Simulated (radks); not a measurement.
Question: The nickel ion Ni24+, [He] 2s2. Calculated with a radial shooting solver on a logarithmic mesh with Libxc functionals: non-relativistic Kohn-Sham, PBE, spin-polarised, spherical densities, point nucleus. Every spin shell is full or empty, so the densities are truly spherical. Functionals are evaluated on that one density, not self-consistently. Rank these exchange functionals by their error against the exact value of the orbitals, and give that value: LDA, PBE, PBEsol, revPBE, RPBE, WC, SOGGA, B86b, G96, EV93, APBE, TPSS, revTPSS, TASK.

Answer: Exact: -22.3341 hartree. From best to worst, with 100 (|E| - |E exact|)/|E exact| (equal figures are ties): G96 -0.03, B86b -0.04, revPBE +0.26, revTPSS +0.34, RPBE +0.57, TPSS +0.57, APBE +0.65, PBE -0.89, WC -2.88, TASK -3.44, EV93 +4.35, PBEsol -5.10, SOGGA -5.24, LDA -12.42.
